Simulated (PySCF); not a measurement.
**Continuum solvent and chemical shifts**

Structure with atom numbers: `[CH3:1][P+:2]([CH3:3])([CH3:4])[Al-:5]([Cl:6])([Cl:7])[Cl:8]`; H(Xn) means a hydrogen on atom n.

GIAO PBE0/pcSseg-1 in PySCF 2.14 on one PBE0-D3(BJ)/def2-SVP conformer, non-relativistic, equivalent nuclei averaged. Solvents enter as an IEF-PCM continuum (chloroform with ε = 4.7, tetrahydrofuran with ε = 7.4, water with ε = 78.4) around the gas-phase geometry. Shifts are referred to TMS, PH3, AlH4- computed in the same medium.

In chloroform, δ in ppm: C1/C3/C4 8.6, P2 208.7, Al5 29.5, H(C1)/H(C3)/H(C4) 1.36. Dipole moment 9.00 D.

(1) How does each δ change in the more polar media?

(2) Which nuclei move most (in ppm), and what does the model miss?

## Answers

(1) 
| atoms | environment | Δδ, tetrahydrofuran | Δδ, water |
| --- | --- | --- | --- |
| C1/C3/C4 | methyl carbon bonded to P | +0.1 | +0.2 |
| P2 | phosphorus bonded to 3 C, Al | +1.4 | +3.9 |
| Al5 | aluminium bonded to 3 Cl, P | -0.7 | -1.6 |
| H(C1)/H(C3)/H(C4) | hydrogen on a methyl carbon bonded to P | +0.01 | +0.03 |

Changes are relative to chloroform. The dipole moment becomes 9.20 D in tetrahydrofuran, 9.54 D in water.

(2) P2 (phosphorus bonded to 3 C, Al, +3.9 ppm) in water. A continuum only polarises the solute; specific hydrogen bonds, the anisotropy of aromatic solvents and changes of geometry or conformer are outside it.
